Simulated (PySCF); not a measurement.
These are ωB97X-D3(BJ)/def2-TZVP // PBE0-D3(BJ)/def2-SVP (PySCF) values and carry that method's errors. Gas-phase values, no solvent. One relaxed conformer stands for a flexible species; it need not be the lowest. 

Reference species (SMILES): `Bc1c(C#C)ccc2ccsc12` (neutral, multiplicity 1).

| Quantity | Result |
|---|---|
| S1 oscillator strength | 0.132 |
| LUMO | -0.48 eV |

Changed species: `s1ccc2c(cc(C#C)cc12)B`.

Q: Predict the effect on the S1 oscillator strength and LUMO.

A: the S1 oscillator strength increases by 0.073, to 0.205; the LUMO increases by 0.06 eV, to -0.42 eV.
